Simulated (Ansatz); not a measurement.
Species: C$_{4}$H$_{9}$N, SMILES `C=CN(C)C` (C–C–N–C torsion 6°) (charge 0, multiplicity 1).

### Question
Give a relaxed geometry from B3LYP-D3(BJ)/def2-TZVP in Ansatz (a quantum-chemistry and plane-wave program).

### Answer
Several could match; the one computed here: the end point of this relaxation, one of several conformers (outside a Z-matrix the atoms follow the SMILES, hydrogens last).
Z-matrix (Å, degrees):
```
N
C 1 1.3791
C 2 1.3392 1 127.70
H 3 1.0795 2 119.45 1 175.49
H 3 1.0801 4 117.34 2 178.85
H 2 1.0851 3 119.33 4 -2.57
C 1 1.4446 2 118.04 6 -175.76
H 7 1.0897 1 109.30 2 -172.54
H 7 1.0905 8 108.41 1 -119.77
H 7 1.1003 8 108.53 9 -117.16
C 1 1.4492 2 117.44 6 -29.74
H 11 1.0900 1 109.59 2 39.45
H 11 1.0912 12 108.24 1 -119.79
H 11 1.1000 12 108.12 13 -116.99
```
